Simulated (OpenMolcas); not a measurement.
Hf+: terms and fine structure

```yaml
Program: OpenMolcas
Method: "XMS-CASPT2, IPEA 0.25 Eh, imaginary shift 0.1 Eh (closed shells correlated: 5s 5p)"
Basis: ANO-RCC-VTZP [8s7p5d3f2g1h]
Scalar_Hamiltonian: DKH2, point nucleus
Active_space: 3 electrons in 6 orbitals (5d 6s)
State_averaging: 2S+1 = 2 even, 65 roots; 2S+1 = 4 even, 20 roots kept (CI in the orbitals of an earlier block)
Spin-orbit_coupling: state interaction with AMFI integrals over the reference wave functions, term energies averaged over their components
```

Spin-free terms above the lowest, with the occupations of the reference:

```csv
Configuration,Term,E (cm⁻¹),Occupations
5d 6s²,²D,0.0,5d 1.43 6s 1.57
5d² 6s,⁴F,5910,5d 2.00 6s 1.00
5d² 6s,⁴P,13200,5d 2.00 6s 1.00
5d² 6s,²F,13530,5d 2.08 6s 0.92
5d² 6s,²D,15290,5d 1.75 6s 1.25
5d² 6s,²P,15670,5d 2.40 6s 0.59
5d² 6s,²G,18070,5d 2.18 6s 0.82
5d³,⁴F,21880,5d 3.00
5d³,⁴P,28630,5d 3.00
5d³,²G,30440,5d 2.82 6s 0.18
5d² 6s,²S,30690,5d 2.00 6s 1.00
5d³,²H,31700,5d 3.00
5d³,²D,32980,5d 2.89 6s 0.11
5d³,²P,36530,5d 2.60 6s 0.41
```

With spin-orbit coupling, above the lowest level:

| Configuration | Term | J | E (cm⁻¹) | Measured (cm⁻¹) | g | Term weight % | Second |
| --- | --- | --- | --- | --- | --- | --- | --- |
| 5d 6s² | ²D | 3/2 | 0.0 | 0.0 | 0.794 | 91 | 7 5d² 6s ²D |
| 5d 6s² | ²D | 5/2 | 2980 | 3051 | 1.194 | 92 | 4 5d² 6s ²D |
| 5d² 6s | ⁴F | 3/2 | 4880 | 3645 | 0.416 | 96 | 4 ²D |
| 5d² 6s | ⁴F | 5/2 | 6070 | 4905 | 1.035 | 93 | 3 ²D |
| 5d² 6s | ⁴F | 7/2 | 7720 | 6344 | 1.237 | 98 |  |
| 5d² 6s | ⁴F | 9/2 | 9790 | 8362 | 1.330 | 98 |  |
| 5d² 6s | ²F | 5/2 | 13440 |  | 0.955 | 76 | 13 ²D |
| 5d² 6s | ⁴P | 1/2 | 13540 |  | 2.599 | 95 | 3 ²P |
| 5d² 6s | ⁴P | 3/2 | 14530 |  | 1.671 | 93 | 6 ²D |
| 5d² 6s | ⁴P | 5/2 | 15050 | 13486 | 1.420 | 69 | 16 ²F |
| 5d² 6s | ²D | 3/2 | 15850 |  | 1.060 | 46 | 43 ²P |
| 5d² 6s | ²P | 1/2 | 16600 |  | 0.746 | 95 | 3 ⁴P |
| 5d² 6s | ²F | 7/2 | 16600 |  | 1.121 | 89 | 9 ²G |
| 5d² 6s | ²D | 5/2 | 18910 |  | 1.280 | 64 | 24 ⁴P |
| 5d² 6s | ²P | 3/2 | 19460 |  | 1.106 | 54 | 33 ²D |
| 5d² 6s | ²G | 9/2 | 20170 |  | 1.118 | 96 |  |
| 5d² 6s | ²G | 7/2 | 20180 |  | 0.918 | 89 | 8 ²F |
| 5d³ | ⁴F | 3/2 | 20650 |  | 0.441 | 90 | 5 ²D |
| 5d³ | ⁴F | 5/2 | 22040 |  | 1.034 | 97 |  |
| 5d³ | ⁴F | 7/2 | 23750 |  | 1.226 | 96 |  |
| 5d³ | ⁴F | 9/2 | 25440 |  | 1.312 | 90 | 8 ²G |
| 5d³ | ⁴P | 1/2 | 29260 |  | 2.594 | 96 | 3 ²P |
| 5d³ | ⁴P | 3/2 | 29650 |  | 1.664 | 87 | 8 ²P |
| 5d³ | ⁴P | 5/2 | 31150 |  | 1.588 | 97 | 3 ²D |
| 5d³ | ²H | 9/2 | 31230 |  | 1.004 | 59 | 36 ²G |
| 5d³ | ²G | 7/2 | 31580 |  | 0.899 | 96 |  |
| 5d² 6s | ²S | 1/2 | 33040 |  | 1.962 | 92 | 3 5d³ ²P |
| 5d³ | ²D | 3/2 | 33750 |  | 0.908 | 78 | 10 ²P |
| 5d³ | ²H | 11/2 | 34380 |  | 1.091 | 100 |  |
| 5d³ | ²G | 9/2 | 35420 |  | 1.036 | 55 | 40 ²H |
| 5d³ | ²D | 5/2 | 36030 |  | 1.207 | 93 | 3 ⁴P |
| 5d³ | ²P | 1/2 | 38060 |  | 0.774 | 92 | 4 5d² 6s ²S |

Against the 6 measured excited levels shown (NIST Handbook of Basic Atomic Spectroscopic Data) the mean absolute deviation is 1100 cm-1; the largest miss in energy is 5d² 6s ⁴P_5/2 [69 %]: computed 15050, measured 13486 cm⁻¹ (+11.6 %), and the largest in proportion 5d² 6s ⁴F_3/2 (+33.9 %).

Spin-orbit coupling puts the lowest level 1983 cm⁻¹ below the lowest spin-free term.

CASPT2 breaks the degeneracy within a term, and the mean is taken; among the terms shown or strongly mixed into the levels shown the widest spread is 1300 cm-1 (5d² 6s ²F). Over all roots computed the reference weight is 0.88 to 0.95; the roots of lowest weight are the least certain, and an intruder state may touch them. Some levels mix across a computed gap that differs much from the measured one, so their mixing is not that of the real levels. Terms from blocks run as CI alone lack orbitals of their own. Configurations are named by rounded mean occupations; where the s occupation lies near a half they are strongly mixed, a name can repeat and a true partner stay unpaired. A single d shell beside an s shell can misplace configurations of different d count against each other. The CASPT2 spread within a term exceeds the gap to the next term for 5d² 6s ⁴P and 5d² 6s ²F, 5d² 6s ²D and 5d² 6s ²P, 5d³ ²G and 5d² 6s ²S, so the order of their levels is uncertain, and so are names and mixing where such terms share a J. Computed and measured levels are paired by configuration, term and J; levels that our copy of the source lacks, or whose pairing is in doubt (as where it misses far off the trend of its configuration), stay unpaired and out of the deviations. Levels of configurations outside the active space are missing. The first state left out of the spin-orbit step lies near 50000 cm-1 above the lowest spin-free state of the reference (among the parities and spins computed), and the list stops at four fifths of that energy or lower.

The term weight is that of the spin-free term in the level, not the purity of its configuration. A share in square brackets marks a mixed level and gives the weight of the term that names it.
